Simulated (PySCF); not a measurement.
## `[C@@H]1(C(N)=O)[C@H](OC)C1`, C₅H₉NO₂

Molfile (atoms numbered from 1):
```
C5H9NO2
     RDKit          3D

 17 17  0  0  0  0  0  0  0  0999 V2000
   -2.0037   -1.2240    0.5964 C   0  0  0  0  0  0  0  0  0  0  0  0
   -0.9260   -0.3787    0.9379 O   0  0  0  0  0  0  0  0  0  0  0  0
   -0.6938    0.6131   -0.0159 C   0  0  2  0  0  0  0  0  0  0  0  0
    0.1181    0.3060   -1.2361 C   0  0  0  0  0  0  0  0  0  0  0  0
    0.6790    1.2120   -0.1634 C   0  0  2  0  0  0  0  0  0  0  0  0
    1.8780    0.7948    0.6348 C   0  0  0  0  0  0  0  0  0  0  0  0
    1.8439   -0.4636    1.1319 N   0  0  0  0  0  0  0  0  0  0  0  0
    2.8333    1.5306    0.7645 O   0  0  0  0  0  0  0  0  0  0  0  0
   -1.7984   -1.7782   -0.3256 H   0  0  0  0  0  0  0  0  0  0  0  0
   -2.1250   -1.9196    1.4243 H   0  0  0  0  0  0  0  0  0  0  0  0
   -2.9259   -0.6482    0.4649 H   0  0  0  0  0  0  0  0  0  0  0  0
   -1.5379    1.2931   -0.1281 H   0  0  0  0  0  0  0  0  0  0  0  0
   -0.1651    0.7396   -2.1825 H   0  0  0  0  0  0  0  0  0  0  0  0
    0.5519   -0.6799   -1.3093 H   0  0  0  0  0  0  0  0  0  0  0  0
    0.7154    2.2703   -0.3906 H   0  0  0  0  0  0  0  0  0  0  0  0
    0.9520   -0.9233    1.2353 H   0  0  0  0  0  0  0  0  0  0  0  0
    2.5972   -0.7319    1.7446 H   0  0  0  0  0  0  0  0  0  0  0  0
  1  2  1  0
  2  3  1  0
  3  4  1  0
  4  5  1  0
  5  6  1  0
  6  7  1  0
  6  8  2  0
  5  3  1  0
  1  9  1  0
  1 10  1  0
  1 11  1  0
  3 12  1  6
  4 13  1  0
  4 14  1  0
  5 15  1  6
  7 16  1  0
  7 17  1  0
M  END
```

The calculation used PySCF 2.14.0, TDDFT wB97X-D/aug-cc-pVDZ circular dichroism and optical rotation, one conformer, gas phase. Geometry: GFN2-xTB.

The molecule is flexible and this is one conformer; a measurement averages over conformers. Singlets 11 and 12, 14 and 15 lie within 0.01 eV of each other, so their separate moments and overlaps can depend on how they mix.

Stereocentres: C3 R, C5 S.

**Question.** Give the optical rotatory dispersion at 633, 589.3, 546, 436, 405, 365, 355 nm.

**Answer.** [α] in deg dm⁻¹ (g/mL)⁻¹:
```csv
λ (nm),origin-invariant length gauge,modified velocity gauge,length gauge (centre of mass),isotropic polarisability (au)
633,-92.2,-86.2,-92.0,77.0
589.3,-108.9,-101.8,-108.6,77.2
546,-130.6,-122.0,-130.2,77.6
436,-232.4,-216.8,-231.8,78.9
405,-286.2,-267.0,-285.6,79.5
365,-394.2,-367.5,-393.4,80.7
355,-432.2,-403.0,-431.4,81.0
```

**Question.** And for the mirror image at 589.3 nm?

**Answer.** +108.9 deg dm⁻¹ (g/mL)⁻¹ (origin-invariant length gauge): the same size and the opposite sign.

**Question.** What is the molar rotation [Φ] = [α]·M/100 of the geometry above at 589.3 nm?

**Answer.** With M = 115.13 g/mol, -125.4 deg cm² dmol⁻¹ (origin-invariant length gauge).

The first excitation lies at 5.67 eV (219 nm) with R = -11.7 × 10⁻⁴⁰ esu² cm² (velocity form).
